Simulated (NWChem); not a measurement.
Species: CH4N2OSr

```xyz
9

Sr    -0.1442    -0.5382     0.0000
O      0.3138    -2.6497     0.0000
H      0.5847    -3.5682     0.0000
C      0.1480     2.3073     0.0000
N      0.0630     1.6692    -1.1575
N      0.0630     1.6692     1.1575
H      0.2976     3.4087     0.0000
H      0.1580     2.2990    -1.9463
H      0.1580     2.2990     1.9463
```
Atoms are numbered in this order, from 1.

Results from NWChem. Medium grid unless said otherwise, to which SCAN and Minnesota functionals are sensitive. Coordinates come from a PBE0/def2-SVP optimisation. Not confirmed as a minimum by frequencies. def2 effective core potentials on Sr; no spin-orbit coupling. B3LYP is NWChem's, with the RPA form of VWN correlation. Total energies of different functionals are on different scales.

```tsv
level	energy (Ha)	highest occupied level (eV)	orbital gap (eV)	dipole (D)
B3LYP/def2-SVP	-255.8937	-5.64	4.63	2.04
r2SCAN0/def2-SVP	-255.7190	-6.05	5.64	2.12
Hartree-Fock/def2-SVP	-254.2338	-8.75	9.69	2.58
LC-wPBE (HJS exchange hole, range parameter 0.4 per bohr)/def2-SVP	-255.7505	?	?	?
MN15-L/def2-SVP	-255.5250	-5.01	4.03	1.99
```

Problem. Complete the blanks.

Solution. 
- LC-wPBE (HJS exchange hole, range parameter 0.4 per bohr)/def2-SVP, highest occupied level (eV): -8.53
- LC-wPBE (HJS exchange hole, range parameter 0.4 per bohr)/def2-SVP, orbital gap (eV): 9.33
- LC-wPBE (HJS exchange hole, range parameter 0.4 per bohr)/def2-SVP, dipole (D): 2.17
